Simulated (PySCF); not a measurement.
Molfile (atoms numbered from 1):
```
C4H9FOSi
     RDKit          3D

 16 16  0  0  0  0  0  0  0  0999 V2000
    2.0580   -1.7859    0.1033 F   0  0  0  0  0  0  0  0  0  0  0  0
    2.3766   -0.5043    0.4920 C   0  0  0  0  0  0  0  0  0  0  0  0
    1.2848    0.1565    0.9608 O   0  0  0  0  0  0  0  0  0  0  0  0
    0.3027    0.3996   -0.0195 C   0  0  2  0  0  0  0  0  0  0  0  0
   -0.9717    1.0587    0.5319 C   0  0  0  0  0  0  0  0  0  0  0  0
   -2.0140    0.5031   -0.4717 C   0  0  0  0  0  0  0  0  0  0  0  0
   -0.8366   -0.9673   -0.7294 Si  0  0  0  0  0  4  0  0  0  0  0  0
    2.8178   -0.0066   -0.3958 H   0  0  0  0  0  0  0  0  0  0  0  0
    3.1084   -0.5631    1.3122 H   0  0  0  0  0  0  0  0  0  0  0  0
    0.7284    1.0160   -0.8383 H   0  0  0  0  0  0  0  0  0  0  0  0
   -0.9302    2.1564    0.6297 H   0  0  0  0  0  0  0  0  0  0  0  0
   -1.1527    0.6451    1.5379 H   0  0  0  0  0  0  0  0  0  0  0  0
   -2.0821    1.1314   -1.3742 H   0  0  0  0  0  0  0  0  0  0  0  0
   -3.0282    0.3547   -0.0771 H   0  0  0  0  0  0  0  0  0  0  0  0
   -0.6005   -1.5283   -2.0952 H   0  0  0  0  0  0  0  0  0  0  0  0
   -1.0792   -2.0688    0.2470 H   0  0  0  0  0  0  0  0  0  0  0  0
  1  2  1  0
  2  3  1  0
  3  4  1  0
  4  5  1  0
  5  6  1  0
  6  7  1  0
  7  4  1  0
  2  8  1  0
  2  9  1  0
  4 10  1  6
  5 11  1  0
  5 12  1  0
  6 13  1  0
  6 14  1  0
  7 15  1  0
  7 16  1  0
M  END
```

Geometry: PBE0-D3(BJ)/def2-SVP; GIAO shifts from PySCF, gas phase, non-relativistic, averaged over equivalent atoms.

At PBE0/pcSseg-1 (171 basis functions, 86 s wall time on 1 thread of an Intel Xeon, shared host):
```tsv
atoms	δ (ppm)
F1	-181.1
C2	105.1
C4	69.7
C5	31.6
C6	3.9
O3	101.3
Si7	-20.6
H9	5.33
H8	5.00
H15	4.78
H16	4.61
H10	3.40
H11	2.75
H12	2.34
H14	0.98
H13	0.85
```

Chemical shifts δ = σref − σ; ¹⁹F (177.25 ppm) against CFCl3; ¹³C (184.41 ppm) and ²⁹Si (351.99 ppm) and ¹H (31.27 ppm) against TMS; ¹⁷O (334.56 ppm) vs H2O, all at this level.

Question: Estimate the result of repeating the calculation with B3LYP/pcSseg-1.

Answer: 
```csv
atoms,δ at B3LYP/pcSseg-1,change
F1,-181.3,-0.2
C2,107.0,+1.9
C4,72.4,+2.7
C5,32.9,+1.3
C6,4.8,+0.9
O3,109.5,+8.2
Si7,-21.8,-1.2
H9,5.39,+0.06
H8,5.08,+0.08
H15,4.72,-0.06
H16,4.48,-0.13
H10,3.37,-0.03
H11,2.77,+0.02
H12,2.31,-0.03
H14,0.96,-0.02
H13,0.83,-0.02
```

Referencing at the same level of theory: ¹⁹F (171.94 ppm) against CFCl3; ¹³C (179.24 ppm) and ²⁹Si (337.86 ppm) and ¹H (31.38 ppm) vs TMS; H2O for ¹⁷O (334.04 ppm).

The largest change is at O3 (ether oxygen). Cost: 171 basis functions, 54 s wall time on 1 thread of an Intel Xeon, shared host. The order of the carbon signals is the same at both levels.

Unscaled 19F shifts against computed CFCl3 carry errors that often reach 10 to 50 ppm. Experimental scales use liquid or dissolved standards, which lie at an offset from isolated H2O (liquid H2O: subtract about 36 ppm).
